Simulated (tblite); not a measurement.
C5H12OSi.
Atom-mapped SMILES: `[OH:1][SiH2:2][CH:3]1[CH2:4][CH2:5][CH2:6][CH2:7]1` (hydrogens: H8 on O1; H9, H10 on Si2; H11 on C3; H12, H13 on C4; H14, H15 on C5; H16, H17 on C6; H18, H19 on C7)

Computed with GFN2-xTB (tblite), gas phase: L-BFGS steps from a force-field or distance-geometry start until the largest atomic force falls under 0.01 eV/Å.

Step 17: E = -617.0584 eV
```
atom  x, y, z in Å  |  force x, y, z in eV/Å
O1      2.9684    1.2650    0.3073   -0.043  -0.057   0.005
Si2     2.2176   -0.1704    0.1063    0.076  -0.060  -0.011
C3      0.3674    0.0337    0.5374    0.084  -0.055  -0.023
C4     -0.3483    1.0582   -0.3775   -0.018   0.001  -0.024
C5     -1.5500    0.3216   -0.9715   -0.050  -0.023   0.008
C6     -1.8742   -0.7117    0.0990   -0.017   0.007   0.025
C7     -0.4872   -1.2381    0.4458    0.009  -0.056  -0.001
H8      2.6291    1.9276    0.9025    0.039  -0.020   0.027
H9      2.8481   -1.1994    0.9562   -0.129   0.159  -0.065
H10     2.4583   -0.4284   -1.3150   -0.095  -0.033   0.101
H11     0.2847    0.3900    1.5705    0.045   0.041   0.017
H12    -0.7017    1.9015    0.2152    0.035   0.105  -0.001
H13     0.3035    1.4441   -1.1604    0.007   0.038  -0.009
H14    -2.3852    0.9873   -1.1855    0.003   0.026  -0.009
H15    -1.2661   -0.1851   -1.8946   -0.007  -0.004  -0.023
H16    -2.5731   -1.4821   -0.2285    0.075   0.012  -0.023
H17    -2.2917   -0.2032    0.9702   -0.099  -0.049   0.014
H18    -0.1362   -1.8882   -0.3540    0.053  -0.032  -0.082
H19    -0.4732   -1.8131    1.3691    0.029  -0.002   0.071
```

Step 18: E = -617.0617 eV
```
atom  x, y, z in Å  |  force x, y, z in eV/Å
O1      2.9735    1.2655    0.3081   -0.032  -0.046  -0.007
Si2     2.2215   -0.1683    0.1036   -0.032  -0.049   0.004
C3      0.3683    0.0337    0.5381    0.065  -0.046  -0.026
C4     -0.3474    1.0590   -0.3800    0.007  -0.019   0.024
C5     -1.5519    0.3222   -0.9705   -0.020   0.007   0.016
C6     -1.8754   -0.7136    0.0983    0.016  -0.009   0.009
C7     -0.4888   -1.2400    0.4490    0.058  -0.011  -0.006
H8      2.6383    1.9310    0.9025    0.032  -0.034   0.023
H9      2.8424   -1.1959    0.9572   -0.091   0.124  -0.045
H10     2.4578   -0.4308   -1.3181   -0.088  -0.019   0.115
H11     0.2831    0.3940    1.5719    0.063   0.010  -0.046
H12    -0.6963    1.9041    0.2151    0.030   0.074  -0.034
H13     0.3069    1.4452   -1.1629   -0.034   0.005   0.017
H14    -2.3873    0.9894   -1.1781   -0.004   0.029  -0.016
H15    -1.2728   -0.1810   -1.8979   -0.007   0.002   0.008
H16    -2.5652   -1.4870   -0.2384    0.038   0.001  -0.015
H17    -2.3021   -0.2127    0.9699   -0.080  -0.043  -0.007
H18    -0.1371   -1.8928   -0.3504    0.043  -0.003  -0.040
H19    -0.4772   -1.8131    1.3752    0.036   0.027   0.025
```

Step 19: E = -617.0640 eV
```
atom  x, y, z in Å  |  force x, y, z in eV/Å
O1      2.9761    1.2647    0.3085   -0.014  -0.025  -0.016
Si2     2.2236   -0.1675    0.1021   -0.115  -0.007   0.011
C3      0.3699    0.0329    0.5382    0.017  -0.016  -0.025
C4     -0.3468    1.0593   -0.3812    0.021  -0.020   0.046
C5     -1.5537    0.3228   -0.9696    0.010   0.029   0.023
C6     -1.8758   -0.7151    0.0981    0.037  -0.020  -0.003
C7     -0.4888   -1.2416    0.4510    0.072   0.022  -0.009
H8      2.6453    1.9326    0.9027    0.025  -0.042   0.021
H9      2.8368   -1.1912    0.9568   -0.042   0.058   0.002
H10     2.4559   -0.4327   -1.3178   -0.076  -0.018   0.082
H11     0.2834    0.3969    1.5718    0.074  -0.015  -0.078
H12    -0.6920    1.9072    0.2143    0.029   0.035  -0.051
H13     0.3084    1.4458   -1.1643   -0.053  -0.018   0.027
H14    -2.3889    0.9915   -1.1734   -0.005   0.024  -0.016
H15    -1.2775   -0.1781   -1.8999   -0.009   0.008   0.033
H16    -2.5591   -1.4903   -0.2455    0.011  -0.014  -0.013
H17    -2.3107   -0.2199    0.9695   -0.054  -0.041  -0.021
H18    -0.1367   -1.8959   -0.3486    0.030   0.019   0.000
H19    -0.4792   -1.8124    1.3799    0.042   0.041  -0.014
```

Step 20: E = -617.0661 eV
```
atom  x, y, z in Å  |  force x, y, z in eV/Å
O1      2.9776    1.2633    0.3084    0.002  -0.004  -0.025
Si2     2.2235   -0.1670    0.1011   -0.148   0.038   0.017
C3      0.3716    0.0320    0.5376   -0.037   0.021  -0.022
C4     -0.3460    1.0591   -0.3812    0.016  -0.007   0.043
C5     -1.5550    0.3238   -0.9683    0.027   0.037   0.025
C6     -1.8755   -0.7166    0.0979    0.037  -0.024  -0.013
C7     -0.4877   -1.2425    0.4524    0.053   0.040  -0.013
H8      2.6516    1.9329    0.9033    0.019  -0.046   0.022
H9      2.8313   -1.1860    0.9565    0.003  -0.011   0.052
H10     2.4526   -0.4346   -1.3158   -0.062  -0.023   0.028
H11     0.2853    0.3989    1.5704    0.075  -0.027  -0.075
H12    -0.6878    1.9107    0.2125    0.025   0.001  -0.049
H13     0.3085    1.4461   -1.1649   -0.051  -0.034   0.019
H14    -2.3901    0.9938   -1.1700    0.001   0.016  -0.007
H15    -1.2816   -0.1754   -1.9010   -0.006   0.014   0.051
H16    -2.5539   -1.4931   -0.2513   -0.002  -0.027  -0.013
H17    -2.3188   -0.2269    0.9685   -0.024  -0.040  -0.030
H18    -0.1355   -1.8981   -0.3472    0.022   0.031   0.027
H19    -0.4798   -1.8111    1.3834    0.048   0.045  -0.038
```

Task: Estimate the geometry and energy of step 21. (The exact step hangs on the optimiser's Hessian estimate; all steps are aligned on step 20, rigid shifts and turns removed.)

Result: E = -617.0682 eV, largest force 0.135 eV/Å
```
atom  x, y, z in Å  |  force x, y, z in eV/Å
O1      2.9788    1.2616    0.3079    0.010   0.013  -0.033
Si2     2.2209   -0.1660    0.1004   -0.119   0.059   0.025
C3      0.3728    0.0315    0.5366   -0.078   0.054  -0.016
C4     -0.3450    1.0590   -0.3806   -0.005   0.016   0.019
C5     -1.5559    0.3254   -0.9664    0.023   0.030   0.023
C6     -1.8746   -0.7187    0.0974    0.017  -0.023  -0.021
C7     -0.4856   -1.2426    0.4537    0.011   0.043  -0.018
H8      2.6584    1.9324    0.9045    0.014  -0.048   0.022
H9      2.8256   -1.1807    0.9573    0.033  -0.061   0.087
H10     2.4477   -0.4371   -1.3132   -0.049  -0.028  -0.026
H11     0.2889    0.4002    1.5678    0.063  -0.025  -0.040
H12    -0.6829    1.9147    0.2097    0.013  -0.020  -0.026
H13     0.3075    1.4461   -1.1652   -0.031  -0.045  -0.003
H14    -2.3912    0.9962   -1.1670    0.009   0.007   0.010
H15    -1.2860   -0.1723   -1.9012    0.004   0.018   0.058
H16    -2.5487   -1.4965   -0.2574   -0.001  -0.034  -0.016
H17    -2.3277   -0.2351    0.9670    0.011  -0.037  -0.033
H18    -0.1337   -1.8998   -0.3450    0.021   0.035   0.037
H19    -0.4792   -1.8090    1.3863    0.053   0.045  -0.047
```

The energy changes by -0.0021 eV. The first-order estimate −F·Δx gives -0.0029 eV and the mean of the old and new forces, exact on a quadratic surface, -0.0021 eV. The step makes an angle of 64° with the force vector and moves no atom by more than 0.012 Å.

The cost below is that of the whole relaxation. The run took 0.67 s on Arm Neoverse N1, one thread (shared host).
